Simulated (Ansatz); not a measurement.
C₄H₇O, doublet, geometry from GFN2-xTB; PBE0/3-21G (Ansatz, a program for electronic structure).

Ansatz was given this input:
Ansatz 0.2 input:
```yaml
crystal:
  periodic: [false, false, false]
  atoms:
    - {symbol: C, position_ang: [-1.42055904, 0.97227624, -0.27106124]}
    - {symbol: C, position_ang: [-0.91568814, -0.33770568, -0.67872360]}
    - {symbol: C, position_ang: [0.32999827, -0.33321045, 0.22244212]}
    - {symbol: C, position_ang: [1.55036429, 0.27980461, -0.41307696]}
    - {symbol: O, position_ang: [0.30471634, -0.76323963, 1.34950346]}
    - {symbol: H, position_ang: [-2.01381161, 1.06446793, 0.61758099]}
    - {symbol: H, position_ang: [-1.04930845, 1.87029015, -0.72700981]}
    - {symbol: H, position_ang: [-1.57598079, -1.15352340, -0.39106290]}
    - {symbol: H, position_ang: [-0.63727068, -0.39629349, -1.72902780]}
    - {symbol: H, position_ang: [2.25861737, 0.58183032, 0.35481969]}
    - {symbol: H, position_ang: [2.02304901, -0.47646662, -1.04012550]}
    - {symbol: H, position_ang: [1.29228233, 1.12862385, -1.03868424]}
basis:
  gaussian:
    orbitals: 3-21G.json
    final_grid: {core_spheres: 14, valence_spheres: 28, degree: 59}
hamiltonian:
  xc: pbe0
magnetization: {spin_polarized: true, initial_magnetization: 1}
```
The basis file holds 3-21G in the JSON format of the Basis Set Exchange.

What the program printed (banner, timings and long lists left out):

```
Functional definition: PBE0
740 factors; integrals over basis functions are off by at most 9.5e-4 eV
mean field evaluation 1: about -6260.5972 eV, gradient 3.3e1 eV
mean field evaluation 2: about -6258.4416 eV, gradient 4.2e1 eV
mean field evaluation 4: about -6265.1178 eV, gradient 1.4e0 eV
mean field evaluation 8: about -6265.2064 eV, gradient 7.3e-2 eV
mean field evaluation 16: about -6265.2064 eV, gradient 1.8e-4 eV
mean field -6265.20640837 eV, -230.2420887983 hartree, gradient 6.4e-5 eV, S^2 0.758823; 0 other end points of the search recorded, 0 dependent functions left out
reference -6265.20642369 eV, -230.2420893611 hartree; 20, 19 occupied and 39, 40 virtual orbitals, 740 factors
Total energy: -6265.20642369 eV, -230.2420893611 hartree
```
